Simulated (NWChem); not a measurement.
# AgH$_{3}$O$_{2}$; SMILES [OH][Ag]<-[OH2]

```xyz
6

Ag     0.0183    -0.0260     0.0020
O     -0.1072    -1.9920     0.1861
H      0.4185    -2.3835    -0.5214
O      0.0416     2.1711    -0.0740
H      0.4326     2.5987     0.6973
H     -0.8256     2.5777    -0.1880
```
Atoms are numbered in this order, from 1.

Level: PBE0/def2-SVP with def2 effective core potentials on Ag (NWChem), optimised geometry, unscaled harmonic frequencies. def2 effective core potentials on Ag; no spin-orbit coupling.

```
frequency (cm⁻¹)  IR intensity (km/mol)
----------------  ---------------------
112                                46.5
113                                36.0
120                                52.7
311                                 0.2
384                               246.4
541                                10.6
566                                43.9
795                                80.6
1616                               67.1
3854                               72.2
3871                               20.1
3949                              148.5
```

```yaml
zero_point_energy: 23.2 kcal/mol
thermal correction to the enthalpy at 298.15 K (with zero-point energy): 27.6 kcal/mol
heat capacity Cv: 17.9 cal/(mol K)
entropy at 298.15 K and 1 atm (symmetry number 1): 76.5 cal/(mol K)
```

Rigid rotor and harmonic oscillator.
